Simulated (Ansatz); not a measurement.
C3H8B2S (`C=CBB(C)S`), relaxed with RKS PBE0-D4/def2-TZVP in Ansatz 0.2.0 from a PBE-D4/def2-SVP geometry. The force threshold is 0.005 eV/Å; the program also tests the step.

Total charge 0; spin multiplicity 1.

Start:

```xyz
14

C     0.127   -1.047   -2.652
C    -0.077   -0.175   -1.632
B     0.394   -0.489   -0.184
B     0.149    0.501    1.150
C    -1.015    0.401    2.214
S     1.368    1.812    1.420
H    -0.230   -0.863   -3.682
H     0.665   -1.995   -2.482
H    -0.619    0.761   -1.869
H     1.031   -1.529   -0.048
H    -0.995    1.169    3.014
H    -2.003    0.448    1.707
H    -0.983   -0.601    2.696
H     2.189    1.606    0.348
```

```json
{"step": "1", "energy (eV)": "-15421.5939", "largest force (eV/Å)": "0.588", "largest move (Å)": "0.000"}
{"step": "2", "energy (eV)": "-15421.6474", "largest force (eV/Å)": "0.198", "largest move (Å)": "0.036"}
{"step": "3", "energy (eV)": "-15421.6511", "largest force (eV/Å)": "0.061", "largest move (Å)": "0.032"}
{"step": "4", "energy (eV)": "-15421.6521", "largest force (eV/Å)": "0.052", "largest move (Å)": "0.024"}
{"step": "5", "energy (eV)": "-15421.6526", "largest force (eV/Å)": "0.024", "largest move (Å)": "0.006"}
{"step": "6", "energy (eV)": "-15421.6526", "largest force (eV/Å)": "0.014", "largest move (Å)": "0.004"}
{"step": "7", "energy (eV)": "-15421.6527", "largest force (eV/Å)": "0.007", "largest move (Å)": "0.009"}
{"step": "8", "energy (eV)": "-15421.6527", "largest force (eV/Å)": "0.007", "largest move (Å)": "0.013"}
{"step": "9", "energy (eV)": "-15421.6528", "largest force (eV/Å)": "0.005", "largest move (Å)": "0.005"}
{"step": "10", "energy (eV)": "-15421.6528", "largest force (eV/Å)": "0.005", "largest move (Å)": "0.011"}
{"step": "11", "energy (eV)": "-15421.6528", "largest force (eV/Å)": "0.004", "largest move (Å)": "0.006"}
{"step": "12", "energy (eV)": "-15421.6528", "largest force (eV/Å)": "0.005", "largest move (Å)": "0.005"}
{"step": "13", "energy (eV)": "-15421.6528", "largest force (eV/Å)": "0.006", "largest move (Å)": "0.008"}
{"step": "14", "energy (eV)": "-15421.6528", "largest force (eV/Å)": "0.003", "largest move (Å)": "0.002"}
```

End:

```xyz
14

C     0.116   -1.041   -2.617
C    -0.107   -0.188   -1.610
B     0.403   -0.487   -0.184
B     0.172    0.502    1.138
C    -1.003    0.394    2.174
S     1.372    1.806    1.428
H    -0.244   -0.867   -3.628
H     0.676   -1.957   -2.452
H    -0.673    0.715   -1.835
H     1.038   -1.504   -0.059
H    -0.973    1.130    2.981
H    -1.964    0.492    1.656
H    -1.012   -0.606    2.620
H     2.199    1.611    0.386
```

Hardware: 4 threads of an Intel Xeon 6975P-C on a shared host. Wall time 42 s, peak host memory 0.78 GiB.
